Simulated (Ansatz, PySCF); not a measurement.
Spin states of H2O2Re (SMILES [OH][Re][OH]), each relaxed with B3LYP-D3(BJ)/def2-TZVP.
State 1 (charge 0, multiplicity 4):
```tsv
atom	x (Å)	y (Å)	z (Å)
Re	0.1481	-0.2550	0.1316
O	1.4765	-0.0733	-1.1885
H	1.7403	0.7460	-1.6232
O	-1.3986	-0.5328	1.1662
H	-2.0200	0.1448	1.4568
```
State 2 (charge 0, multiplicity 2):
```json
[
 {"atom": "Re", "x (Å)": "-0.0095", "y (Å)": "0.0024", "z (Å)": "-0.0106"},
 {"atom": "O", "x (Å)": "1.3663", "y (Å)": "0.2237", "z (Å)": "-1.1443"},
 {"atom": "H", "x (Å)": "2.0974", "y (Å)": "0.3457", "z (Å)": "-1.7489"},
 {"atom": "O", "x (Å)": "-1.3866", "y (Å)": "-0.2152", "z (Å)": "1.1222"},
 {"atom": "H", "x (Å)": "-2.1213", "y (Å)": "-0.3268", "z (Å)": "1.7245"}
]
```

Singlets are restricted, other states unrestricted; no spin–orbit coupling, no relativity up to Kr; see below for the cores. The largest T1 diagnostic is 0.034.

Correlated levels freeze the inner cores; with def2 sets outer-core shells near the valence are correlated too.

Run with Ansatz (a first-principles code); PySCF for the dispersion terms.  In def2 rows elements past Kr take small-core potentials, without spin–orbit coupling.

Q: One of these levels gives -3.2 kJ/mol for the energy of the multiplicity-2 state less that of the multiplicity-4 state. Name it.
A. B3LYP-D3(BJ)/def2-TZVPP
B. BLYP-D3(BJ)/def2-TZVPP
C. PBE0-D4/def2-TZVPP
D. B2PLYP-D4/def2-TZVPP

A: B, BLYP-D3(BJ)/def2-TZVPP. The others give 0.4 (B3LYP-D3(BJ)/def2-TZVPP), 15.7 (PBE0-D4/def2-TZVPP), 3.4 (B2PLYP-D4/def2-TZVPP)

Doubts at one or more of the structures used: the program's own flag: asymmetric forces (PBE0-D4/def2-TZVPP).
